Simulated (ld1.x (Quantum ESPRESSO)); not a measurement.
Ti (Z = 22): excitation energies, all-electron against TM semilocal

titanium, norm-conserving Troullier–Martins (semilocal form), made with ld1.x (Quantum ESPRESSO) 7.5 (PBEsol, scalar-relativistic). Core [Ar], reference 3d2 4s2 4p0. Waves: 4s (bound): rc 3.25 bohr; 3d (bound): rc 1.25 bohr; 4p (bound, empty): rc 2.50 bohr. Local part: the p channel. Core correction: a·sin(br)/r model core inside 1.00 bohr.

Energies are relative to the spin-unpolarised reference configuration 3d2 4s2 4p0; without spin polarisation the order of configurations can differ from experiment.

| valence configuration | charge | ΔE all-electron (eV) | error AE − PS (meV) |
| --- | --- | --- | --- |
| 3d2 4s0 4p0 | +2 | 20.830 | -57 |
| 3d2 4s0 4p2 | 0 | 6.306 | -14 |
| 3d3 4s1 4p0 | 0 | 1.102 | -128 |
| 3d1 4s2 4p0 | +1 | 9.763 | -272 |
| 3d2.5 4s1.5 4p0 | 0 | 0.350 | -42 |

**Question.** What are ΔE and the potential's error for 3d2 4s1 4p0?

**Answer.** ΔE = 7.359 eV all-electron; the error (AE − PS) is -6.0 meV.

**Question.** What are ΔE and the potential's error for 3d1 4s0 4p0?

**Answer.** ΔE = 47.726 eV all-electron; the error (AE − PS) is -555 meV.

Levels in the configuration 3d2.5 4s1.5 4p0:

```json
{"level": "3d", "all-electron (eV)": "-2.902", "pseudo (eV)": "-2.800"}
{"level": "4s", "all-electron (eV)": "-4.053", "pseudo (eV)": "-4.094"}
```
